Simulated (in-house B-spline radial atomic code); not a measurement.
Inner levels of tantalum as electrons are removed. A shift is the extra binding of the orbital against the neutral atom ([Xe] 4f14 5d3/2(3) 6s2). The density at the nucleus is averaged over the nuclear charge. Computed with a B-spline radial code for spherical atoms: Dirac-Hartree-Fock, jj configuration that fills j = l - 1/2 first, finite nuclei.

A number in brackets counts the electrons of a j subshell.

```csv
ion,configuration,shift of 1s1/2 (eV),radius of 1s1/2 (bohr),Σ<r²> (bohr²),change of density at nucleus (bohr⁻³)
Ta59+,[Ne] 3s2 3p1/2(2),4726.13,0.018652,0.20299,2078.27
Ta60+,[Ne] 3s2 3p1/2(1),4934.58,0.018649,0.16568,1718.7
Ta61+,[Ne] 3s2,5145.29,0.018646,0.12913,1339.13
Ta62+,[Ne] 3s1,?,?,?,?
Ta63+,[He] 2s2 2p6,5530.78,0.018643,0.049657,-37614.4
Ta64+,[He] 2s2 2p1/2(2) 2p3/2(3),5974.4,0.018633,0.043037,-35554.1
Ta65+,[He] 2s2 2p1/2(2) 2p3/2(2),6422.57,0.018623,0.036583,-33465.2
Ta66+,[He] 2s2 2p1/2(2) 2p3/2(1),?,?,?,?
Ta67+,[He] 2s2 2p1/2(2),?,?,?,?
Ta68+,[He] 2s2 2p1/2(1),7859.04,0.018586,0.019153,-31043.1
Ta69+,[He] 2s2,8391.65,0.01857,0.014296,-33005.2
Ta70+,[He] 2s1,8834.24,0.018569,0.0075625,-109988
Ta71+,1s2,9280.19,0.01856,0.00094526,-188452
Ta72+,1s1,10674.4,0.01845,0.00046676,-692058
```

Q: Fill in the row of Ta62+.

A: shift of 1s1/2 (eV): 5337.21; radius of 1s1/2 (bohr): 0.018645; Σ<r²> (bohr²): 0.089072; change of density at nucleus (bohr⁻³): -17945.4.

Q: Fill in the row of Ta66+.

A: shift of 1s1/2 (eV): 6875.26; radius of 1s1/2 (bohr): 0.018613; Σ<r²> (bohr²): 0.030289; change of density at nucleus (bohr⁻³): -31347.5.

Q: Fill in the row of Ta67+.

A: shift of 1s1/2 (eV): 7332.49; radius of 1s1/2 (bohr): 0.018602; Σ<r²> (bohr²): 0.024151; change of density at nucleus (bohr⁻³): -29201.1.
